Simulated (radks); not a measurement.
The fluorine ion F2+, [He] 2s2 2p3. All-electron calculation, non-relativistic Kohn-Sham, r2SCAN, spin-polarised, spherical densities, point nucleus; meta-GGA in the generalised Kohn-Sham scheme. Program: a radial shooting solver on a logarithmic mesh with Libxc functionals. Every spin shell is full or empty, so the densities are truly spherical. Functionals are evaluated on that one density, not self-consistently. Rank these orbital-free kinetic functionals by their error against the exact value of the orbitals, and give that value: Thomas-Fermi, von Weizsacker, TF + vW, TF + vW/9, TF + vW/5, LC94, revAPBEK, Perdew 92, Thakkar, LKT, PG1, DePristo-Kress, Ernzerhof.

Answer. Exact: 97.6283 hartree. From best to worst, with 100 (|E| - |E exact|)/|E exact| (equal figures are ties): Perdew 92 -0.11, TF + vW/9 -0.13, LC94 +0.21, Thakkar +0.22, DePristo-Kress -0.47, revAPBEK +0.87, Ernzerhof +1.24, TF + vW/5 +6.72, Thomas-Fermi -8.68, von Weizsacker -23.02, PG1 +35.73, LKT +42.38, TF + vW +68.30.
